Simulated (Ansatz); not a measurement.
Isomers of C3H5F3O, relaxed with PBE0-D4/def2-TZVP in Ansatz; electronic energies, one conformer each and not always the lowest. Functionals use def2-TZVPP; CBS adds triple-zeta CCSD(T) − MP2 to the MP2 limit of def2-TZVPP and def2-QZVPP.

Question: Order them by energy at frozen-core CCSD(T)/CBS, lowest first. (Estimate.)
A. `CCOC(F)(F)F`
B. `CC(F)OC(F)F`
C. `COCC(F)(F)F`
D. `FCOCC(F)F`

Answer: A (0.0 kJ/mol), B (17.4 kJ/mol), C (59.9 kJ/mol), D (79.0 kJ/mol).

Question: How do B3LYP, r2SCAN-D4, B2PLYP, PBE-D4 place them (kJ/mol, against `CCOC(F)(F)F`)? (An estimate is asked.)

Answer: The calculation gave: 
```json
{"isomer": "`COCC(F)(F)F`", "B3LYP": "58.0", "r2SCAN-D4": "64.4", "B2PLYP": "60.0", "PBE-D4": "57.7"}
{"isomer": "`CC(F)OC(F)F`", "B3LYP": "14.8", "r2SCAN-D4": "21.4", "B2PLYP": "16.4", "PBE-D4": "16.0"}
{"isomer": "`FCOCC(F)F`", "B3LYP": "73.5", "r2SCAN-D4": "89.0", "B2PLYP": "77.5", "PBE-D4": "76.9"}
```

B3LYP here is the variant with VWN-RPA as its local correlation; programs differ in this.
